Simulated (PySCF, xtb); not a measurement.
Be(F)(NH2) (BeFH₂N), SMILES [NH2][Be][F]. Other conformers were not sampled.

Harmonic wavenumbers (cm⁻¹) from GFN2-xTB in xtb at its own minimum, in rising order: 179, 246, 516, 537, 657, 1397, 1562, 3512, 3513.

Question: What does TPSSh-D3(BJ)/def2-TZVP (PySCF) give at its own minimum? (Estimate from the structure and the level; the computed values follow.)

Answer: 254, 309, 329, 695, 699, 1469, 1586, 3576, 3654. Paired by order, the mean absolute difference is 92 cm⁻¹ and the zero-point energies are 17.3 and 18.0 kcal/mol.
